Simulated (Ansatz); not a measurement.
Input for Ansatz (an electronic-structure program): U-CCSD(T)/def2-TZVPP on FHOSn (SMILES [OH][Sn][F]), a point of a bond scan (R = 1.573 Å). Elements past Kr take the def2 small-core potentials; no spin–orbit coupling. The run froze 11 orbitals, filled d shells among them.

Ansatz 0.2 input:
```yaml
crystal:
  periodic: [false, false, false]
  atoms:
    - {symbol: Sn, position_ang: [0.17128322, 0.03284367, 0.32223931]}
    - {symbol: F, position_ang: [-0.15342448, 1.05492306, -0.82882557]}
    - {symbol: O, position_ang: [-0.67402817, -1.51488275, -0.57778587]}
    - {symbol: H, position_ang: [-1.06052282, -1.31710786, -1.44035232]}
basis:
  gaussian:
    orbitals: def2-TZVPP
correlation: {method: ccsd_t, electrons: outside_noble_gas}
scf: {omitted_lower_state_checks: [cluster_reference]}
magnetization: {spin_polarized: true, initial_magnetization: 0}
```

It printed:

```
WARN ansatz: RAYON_NUM_THREADS=1 ignored (pool sized by the plan → 1); use --threads N
Functional definition: HF
these checks for a lower state are left out or cut short: cluster_reference
integrals: 0.34 GiB planned
974 factors; integrals over basis functions are off by at most 6.6e-4 eV
mean field: 0.44 GiB planned
mean field evaluation 1: about -10561.7088 eV, gradient 3.5e1 eV
mean field evaluation 2: about -10561.7147 eV, gradient 3.5e1 eV
mean field evaluation 4: about -10565.7997 eV, gradient 2.1e0 eV
mean field evaluation 8: about -10565.8310 eV, gradient 6.6e-4 eV
mean field evaluation 16: about -10564.5965 eV, gradient 5.8e0 eV
mean field -10565.83104796 eV, -388.2871292349 hartree, gradient 3.7e-6 eV, S^2 0.000000; 2 other end points of the search recorded, 0 dependent functions left out
11 core orbitals not correlated, not the lowest: weight in the atoms' cores, before any rotation towards them, 0.759 or more for the frozen orbitals, at most 0.275 for the correlated occupied ones
reference -10565.83104796 eV, -388.2871292349 hartree; 9, 9 occupied and 106, 106 virtual orbitals, 974 factors
second order -15.60637186 eV of doubles, -0.00000000 eV of singles
coupled cluster: 0.91 GiB planned
cycle   1  -15.35406446 eV  change    2.5e-1 eV  update   9.5e-2
cycle   2  -15.69709318 eV  change   -3.4e-1 eV  update   3.2e-2
cycle   3  -15.79319590 eV  change   -9.6e-2 eV  update   1.7e-2
cycle   4  -15.78549293 eV  change    7.7e-3 eV  update   4.5e-3
cycle   5  -15.78162074 eV  change    3.9e-3 eV  update   2.3e-3
cycle   6  -15.78226185 eV  change   -6.4e-4 eV  update   9.1e-4
cycle   7  -15.78236720 eV  change   -1.1e-4 eV  update   3.9e-4
cycle   8  -15.78228513 eV  change    8.2e-5 eV  update   1.1e-4
cycle   9  -15.78231514 eV  change   -3.0e-5 eV  update   4.1e-5
cycle  10  -15.78231840 eV  change   -3.3e-6 eV  update   1.1e-5
perturbative correction -0.51010441 eV, -0.0187459912 hartree
Total energy: -10582.12347077 eV, -388.8858647298 hartree
Checks for a lower state left out: cluster_reference
```

Self-consistency was reached.

Cost: roughly 30 core-seconds.
